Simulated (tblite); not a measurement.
Compound: C₆H₁₂FGeN.
Atom-mapped SMILES: `[CH3:1]/[N:2]=[CH:3]\[C:4]([GeH3:5])=[C:6](/[CH3:7])[CH2:8][F:9]` (hydrogens: H10, H11, H12 on C1; H13 on C3; H14, H15, H16 on Ge5; H17, H18, H19 on C7; H20, H21 on C8)

Computed with GFN2-xTB (tblite), gas phase: L-BFGS steps from a force-field or distance-geometry start until the largest atomic force falls under 0.01 eV/Å.

Step 112: E = -775.3775 eV
```
atom  x, y, z in Å  |  force x, y, z in eV/Å
C1      2.6912   -0.2605    0.2156    0.014   0.030  -0.003
N2      2.0734   -0.8885   -0.9108    0.038  -0.020   0.037
C3      0.8547   -0.7140   -1.1645   -0.007  -0.012  -0.003
C4     -0.1204    0.1507   -0.4728   -0.004  -0.001  -0.013
Ge5     0.2475    2.0762   -0.6694   -0.002   0.040  -0.006
C6     -1.1406   -0.3931    0.1873    0.013  -0.021   0.010
C7     -1.3110   -1.8797    0.3411    0.008  -0.022   0.014
C8     -2.1948    0.4085    0.8924   -0.014  -0.008  -0.040
F9     -2.0612    1.7568    0.6497    0.023   0.049   0.015
H10     3.1361   -1.0382    0.8392   -0.028  -0.002  -0.026
H11     2.0064    0.3466    0.8242   -0.002  -0.011   0.037
H12     3.5014    0.3736   -0.1471    0.020  -0.022  -0.027
H13     0.4732   -1.2521   -2.0313    0.001   0.009  -0.005
H14     1.5299    2.1796   -1.4426   -0.004  -0.006  -0.014
H15    -0.8091    2.7947   -1.4355   -0.005   0.007  -0.007
H16     0.4731    2.7384    0.6510   -0.025  -0.003   0.008
H17    -0.6076   -2.2714    1.0752    0.010   0.021   0.035
H18    -1.1052   -2.3909   -0.5977   -0.025   0.024  -0.013
H19    -2.3184   -2.1235    0.6704   -0.006  -0.016  -0.016
H20    -3.1962    0.1260    0.5456    0.002  -0.006   0.010
H21    -2.1309    0.2779    1.9793   -0.007  -0.029   0.008
```

Step 113: E = -775.3782 eV
```
atom  x, y, z in Å  |  force x, y, z in eV/Å
C1      2.6927   -0.2670    0.2114    0.013   0.035  -0.002
N2      2.0714   -0.8917   -0.9139   -0.042  -0.006   0.006
C3      0.8524   -0.7119   -1.1673    0.062  -0.012   0.019
C4     -0.1218    0.1539   -0.4749    0.000   0.003  -0.006
Ge5     0.2436    2.0810   -0.6662    0.008   0.022  -0.029
C6     -1.1398   -0.3913    0.1879    0.014  -0.007   0.006
C7     -1.3038   -1.8774    0.3463    0.008  -0.014   0.013
C8     -2.1992    0.4064    0.8898    0.001   0.008  -0.036
F9     -2.0676    1.7551    0.6486    0.020   0.050   0.016
H10     3.1195   -1.0478    0.8432   -0.023  -0.011  -0.013
H11     2.0150    0.3570    0.8104   -0.007  -0.007   0.047
H12     3.5169    0.3488   -0.1504    0.024  -0.015  -0.032
H13     0.4701   -1.2475   -2.0350   -0.004   0.007  -0.009
H14     1.5289    2.1848   -1.4361   -0.011  -0.003  -0.005
H15    -0.8095    2.8016   -1.4359   -0.006   0.004  -0.001
H16     0.4639    2.7386    0.6569   -0.022   0.001   0.012
H17    -0.6025   -2.2603    1.0870    0.004   0.009   0.036
H18    -1.0874   -2.3894   -0.5896   -0.039   0.009  -0.004
H19    -2.3127   -2.1222    0.6711    0.004  -0.036  -0.026
H20    -3.1981    0.1215    0.5389   -0.004  -0.008   0.001
H21    -2.1408    0.2750    1.9772    0.001  -0.028   0.004
```

Step 114: E = -775.3786 eV
```
atom  x, y, z in Å  |  force x, y, z in eV/Å
C1      2.6943   -0.2708    0.2090    0.008   0.014  -0.020
N2      2.0692   -0.8938   -0.9155    0.044  -0.005   0.020
C3      0.8520   -0.7108   -1.1687   -0.043   0.011   0.002
C4     -0.1231    0.1562   -0.4768    0.012   0.006  -0.002
Ge5     0.2410    2.0852   -0.6651    0.004  -0.005  -0.035
C6     -1.1391   -0.3901    0.1883    0.018   0.011  -0.001
C7     -1.2988   -1.8760    0.3502    0.009  -0.001   0.009
C8     -2.2023    0.4048    0.8876    0.021   0.019  -0.012
F9     -2.0714    1.7545    0.6497    0.015   0.040   0.013
H10     3.1080   -1.0547    0.8449   -0.014  -0.019   0.002
H11     2.0218    0.3629    0.8026   -0.014   0.008   0.053
H12     3.5280    0.3319   -0.1526    0.020  -0.009  -0.033
H13     0.4678   -1.2452   -2.0369    0.001   0.010   0.000
H14     1.5277    2.1889   -1.4331   -0.011   0.000  -0.001
H15    -0.8099    2.8075   -1.4366   -0.006   0.000   0.005
H16     0.4576    2.7385    0.6605   -0.019   0.005   0.010
H17    -0.5989   -2.2522    1.0955    0.000  -0.003   0.031
H18    -1.0760   -2.3875   -0.5844   -0.042  -0.007   0.006
H19    -2.3085   -2.1217    0.6716    0.009  -0.048  -0.029
H20    -3.1992    0.1183    0.5341   -0.018  -0.005  -0.015
H21    -2.1489    0.2712    1.9752    0.010  -0.024  -0.003
```

Task: Estimate the geometry and energy of step 115. (The exact step hangs on the optimiser's Hessian estimate; all steps are aligned on step 114, rigid shifts and turns removed.)

Result: E = -775.3791 eV, largest force 0.055 eV/Å
```
atom  x, y, z in Å  |  force x, y, z in eV/Å
C1      2.6952   -0.2726    0.2075   -0.008  -0.001  -0.002
N2      2.0689   -0.8956   -0.9159   -0.019   0.011  -0.006
C3      0.8513   -0.7105   -1.1692    0.004   0.010   0.010
C4     -0.1234    0.1577   -0.4778    0.013   0.008   0.004
Ge5     0.2394    2.0877   -0.6652    0.007  -0.016  -0.026
C6     -1.1382   -0.3894    0.1886    0.010   0.019  -0.003
C7     -1.2959   -1.8755    0.3523    0.003   0.014   0.010
C8     -2.2034    0.4045    0.8862    0.038   0.018   0.012
F9     -2.0720    1.7549    0.6522    0.010   0.032   0.007
H10     3.1021   -1.0581    0.8454   -0.005  -0.019   0.011
H11     2.0250    0.3657    0.7995   -0.005   0.009   0.041
H12     3.5332    0.3230   -0.1545    0.025   0.002  -0.032
H13     0.4661   -1.2440   -2.0376    0.004   0.007   0.001
H14     1.5279    2.1908   -1.4305   -0.014   0.004   0.001
H15    -0.8103    2.8099   -1.4386   -0.006  -0.001   0.006
H16     0.4522    2.7400    0.6623   -0.017   0.001  -0.001
H17    -0.5969   -2.2485    1.1004   -0.007  -0.008   0.018
H18    -1.0712   -2.3862   -0.5821   -0.033  -0.018   0.010
H19    -2.3063   -2.1222    0.6710    0.014  -0.048  -0.024
H20    -3.1992    0.1174    0.5314   -0.028  -0.001  -0.029
H21    -2.1532    0.2681    1.9739    0.015  -0.021  -0.007
```

The energy changes by -0.0004 eV. The first-order estimate −F·Δx gives -0.0005 eV and the mean of the old and new forces, exact on a quadratic surface, -0.0004 eV. The step makes an angle of 80° with the force vector and moves no atom by more than 0.010 Å.

The cost below is that of the whole relaxation. Time: 2.1 s. Hardware: an Arm Neoverse V1 with one thread (shared host).
